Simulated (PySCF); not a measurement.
Job file and geometry (Å, from GFN2-xTB) of an NMR shielding run on `CO[Si](F)(OC)C(=O)[O-]`, [C$_{3}$H$_{6}$FO$_{4}$Si]-, PySCF 2.14.0, density-fitted response routines, GIAO PBE0/pcSseg-1 NMR shielding, non-relativistic, gas phase; density fitting, a coarse starting grid and PySCF grid level 2 are the driver's defaults:

```
$ OMP_NUM_THREADS=1 python probes_run.py task.json out

{"job": {"kind": "nmr", "xc": "PBE0", "basis": "pcSseg-1"}, "charge": -1, "multiplicity": 1}
C      2.610142    -0.265596     0.167348
O      1.433686    -0.541718    -0.533438
Si    -0.036862    -0.327592     0.145871
F     -0.263137    -1.716557     1.030567
O     -0.972516    -0.553015    -1.174329
C     -2.344481    -0.291311    -1.157599
C     -0.312961     1.344434     1.143331
O     -1.466091     1.811275     1.105368
O      0.698340     1.827742     1.684072
H      2.867108    -1.107969     0.818125
H      2.493072     0.627086     0.784701
H      3.411502    -0.114568    -0.559931
H     -2.884002    -1.138355    -0.721278
H     -2.560922     0.600269    -0.566382
H     -2.677293    -0.146135    -2.188339
```

Q: Write the output of this run.

A: 
```
coarse grid: 14032 points
cycle   1  E = -807.1824461338  dE =  1.317e+00  |g| = 1.412e+00  |ddm| = 3.547e+00
cycle   2  E = -806.5592264301  dE =  6.232e-01  |g| = 2.335e+00  |ddm| = 2.603e+00
cycle   3  E = -807.5308744649  dE = -9.716e-01  |g| = 1.778e-01  |ddm| = 1.769e+00
cycle   4  E = -807.5358207793  dE = -4.946e-03  |g| = 9.688e-02  |ddm| = 1.882e-01
cycle   5  E = -807.5372795393  dE = -1.459e-03  |g| = 2.130e-02  |ddm| = 6.769e-02
cycle   6  E = -807.5373619900  dE = -8.245e-05  |g| = 5.626e-03  |ddm| = 2.015e-02
cycle   7  E = -807.5373674150  dE = -5.425e-06  |g| = 2.004e-03  |ddm| = 5.505e-03
final grid: 134224 points
cycle   8  E = -807.6363832806  dE = -7.320e-06  |g| = 1.664e-02  |ddm| = 1.999e-02
cycle   9  E = -807.6363123431  dE =  7.094e-05  |g| = 2.616e-02  |ddm| = 2.246e-02
cycle  10  E = -807.6364295801  dE = -1.172e-04  |g| = 2.224e-03  |ddm| = 1.482e-02
cycle  11  E = -807.6364304943  dE = -9.142e-07  |g| = 6.486e-04  |ddm| = 1.662e-03
cycle  12  E = -807.6364305672  dE = -7.292e-08  |g| = 1.837e-04  |ddm| = 5.250e-04
cycle  13  E = -807.6364305737  dE = -6.560e-09  |g| = 3.995e-05  |ddm| = 1.345e-04
cycle  14  E = -807.6364305740  dE = -2.171e-10  |g| = 1.996e-05  |ddm| = 3.816e-05
converged SCF energy = -807.6364305740

GIAO shielding tensors (ppm)
atom      isotropic    diamagn.    paramagn.     s11        s22        s33       span
  0 C      134.337     243.139    -108.802    108.124    110.357    184.530     76.406
  1 O      305.143     400.593     -95.450    215.432    331.418    368.578    153.146
  2 Si     430.450     882.512    -452.062    407.421    436.783    447.146     39.725
  3 F      330.598     475.709    -145.111    272.461    308.143    411.189    138.728
  4 O      305.139     400.603     -95.464    215.434    331.409    368.575    153.141
  5 C      134.312     243.096    -108.784    108.152    110.231    184.553     76.401
  6 C       10.589     252.712    -242.123    -72.434     47.278     56.922    129.356
  7 O      -94.769     405.832    -500.600   -362.530    -34.997    113.221    475.751
  8 O      -94.563     405.825    -500.388   -361.789    -35.109    113.208    474.997
  9 H       28.196      29.231      -1.035     23.647     25.939     35.002     11.355
 10 H       26.008      29.474      -3.466     20.102     26.978     30.944     10.842
 11 H       28.429      28.955      -0.526     23.908     26.172     35.207     11.299
 12 H       28.198      29.228      -1.030     23.645     25.938     35.011     11.367
 13 H       26.001      29.470      -3.469     20.092     26.980     30.931     10.839
 14 H       28.431      28.946      -0.515     23.919     26.170     35.204     11.285
```

Q: Turn these shieldings into chemical shifts. Chemical shifts δ = σref − σ; 13C (σ = 186.93 ppm) and 29Si (σ = 349.16 ppm) and 1H (σ = 31.72 ppm) vs TMS; 17O (σ = 336.08 ppm) vs H2O; CFCl3 for 19F (σ = 170.95 ppm), all at this level.

A: Averaging equivalent atoms: C 6: 176.3; C 0/5: 52.6; O 7/8: 430.7; O 1/4: 30.9; Si 2: -81.3; F 3: -159.7; H 9/10/11/12/13/14: 4.17 ppm. Unscaled 19F shifts against computed CFCl3 carry errors that often reach 10 to 50 ppm. Unscaled 17O shifts of doubly bonded oxygen tend to come out too high, by tens of ppm or more. Experimental scales use liquid or dissolved standards, which lie at an offset from isolated H2O (liquid H2O: subtract about 36 ppm).

Size and cost of the density-fitted run: 190 basis functions, 58 s wall time on 1 thread of an Arm Neoverse N1, shared host; peak memory 0.84 GiB.
